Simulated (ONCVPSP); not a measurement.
## What one change does to a pseudopotential (Pt (Z = 78), ONCV)

platinum (Pt), optimised norm-conserving Vanderbilt (ONCV), made with ONCVPSP 4.0.1 (PBE, fully relativistic). Core [Kr] 4d10 4f14, reference 5s2 5p6 5d9 6p1. Waves: 5s: rc 1.05 bohr, ncon 4, nbas 9, qcut 6.9 1/bohr, 2 projectors, debl 2.9 Ha; 5p+6p: rc 1.55 bohr, ncon 4, nbas 7, qcut 9.1 1/bohr, 2 projectors; 5d: rc 2.10 bohr, ncon 4, nbas 9, qcut 8.7 1/bohr, 2 projectors, debl 1.9 Ha. Local part: polynomial inside 1.05 bohr (lpopt 5, dvloc0 6 Ha). Core correction: polynomial model core, fcfact 0.3.

Open shells are filled in proportion to 2j + 1.

In the s channel the program set the typed energies aside and used -3.807, 0.250 Ha.

Change: s: nbas 8.

Cutoffs: the cutoffs (Ha) at which the residual kinetic energy of the hardest occupied pseudo-wave falls to 1 and 0.1 mHa per electron; they do not see the model core or the augmentation charge, which bear on the density cutoff. Errors are all-electron minus pseudo energies relative to the spin-unpolarised reference configuration.

Q: Predict the effect on cutoff, ghosts and configuration errors.

A: The potential gets softer (184 Ha and 221 Ha → 139 Ha and 165 Ha); the errors of the 4 common tests hardly move; neither file shows a bound ghost.

| quantity | base | changed |
| --- | --- | --- |
| cutoff, loose | 184 Ha | 139 Ha |
| cutoff, tight | 221 Ha | 165 Ha |
| loose cutoff by channel | s 184 Ha, p 28 Ha, d 21 Ha | s 139 Ha, p 28 Ha, d 21 Ha |
| bound ghosts | none | none |
| GHOST(+) flags under 300 eV | s at 280.4 eV | s at 286.0 eV |
| error for 5s2 5p6 5d9 6s1 6p0, meV [ΔE -5.00 eV] | -0.7 | -0.7 |
| error for 5s2 5p6 5d9 6p0, meV [ΔE 4.21 eV] | 0.0 | 0.0 |
| error for 5s2 5p6 5d8 6p0, meV [ΔE 24.19 eV] | -0.5 | -0.5 |
| error for 5s2 5p6 5d9.5 6s0.5 6p0, meV [ΔE -5.14 eV] | -0.2 | -0.2 |
| s: phases at 1.07 bohr within 0.05 rad from the reference energy up to (Ha; the scan ends near 5) | to the end of the scan | to the end of the scan |
| p3/2: phases at 1.58 bohr within 0.05 rad from the reference energy up to (Ha; the scan ends near 5) | to the end of the scan | to the end of the scan |
| p1/2: phases at 1.58 bohr within 0.05 rad from the reference energy up to (Ha; the scan ends near 5) | to the end of the scan | to the end of the scan |
| d5/2: phases at 2.13 bohr within 0.05 rad from the reference energy up to (Ha; the scan ends near 5) | to the end of the scan | to the end of the scan |
| d3/2: phases at 2.13 bohr within 0.05 rad from the reference energy up to (Ha; the scan ends near 5) | to the end of the scan | to the end of the scan |
| rms error of d²Exc/dni dnj with the model core, mHa | 3.00 | 3.05 |

Base: These tests converged, but a pseudo level misses the all-electron one widely, so the file describes the atom poorly there or has found another state: 5s2 5p6 5d9 6s1 6p0: empty 6p by 6.2 eV; 5s2 5p6 5d9.5 6s0.5 6p0: empty 6p by 2.8 eV. Changed file: These tests converged, but a pseudo level misses the all-electron one widely, so the file describes the atom poorly there or has found another state: 5s2 5p6 5d9 6s1 6p0: empty 6p by 6.2 eV; 5s2 5p6 5d9.5 6s0.5 6p0: empty 6p by 2.8 eV.
